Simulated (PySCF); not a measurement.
C₂F₃, charge +1, multiplicity 1.

```xyz
5

F     -1.9483     0.1806     0.0000
C     -0.8821    -0.4292     0.0000
C      0.4605     0.0418     0.0000
F      1.1147     0.0388    -1.0801
F      1.1147     0.0388     1.0801
```
Charge +1, spin multiplicity 1.

Coordinates come from a B3LYP-D3(BJ)/def2-SVP optimisation. The multiplicity is an assumed one; other spin states were not compared. The isomer is the one that the SMILES or the coordinates give; other isomers of the formula were not compared.

These are PBE0/pcSseg-2 in PySCF values and carry that method's errors. Non-relativistic, no solvent.

Problem. Give the absolute GIAO shielding of each atom: isotropic value and principal components (ppm). (Estimate from the structure and the level; the computed values follow.)

Solution. 
| atom | σ(iso) | σ11 | σ22 | σ33 | span |
|---|---|---|---|---|---|
| F1 | -519.2 | -1713.7 | -261.2 | 417.3 | 2131.0 |
| C2 | -475.3 | -1403.5 | -44.6 | 22.3 | 1425.8 |
| C3 | -16.4 | -98.6 | -37.7 | 87.3 | 185.9 |
| F4 | 171.7 | -115.2 | 261.4 | 368.7 | 483.9 |
| F5 | 171.7 | -115.2 | 261.4 | 368.7 | 483.9 |
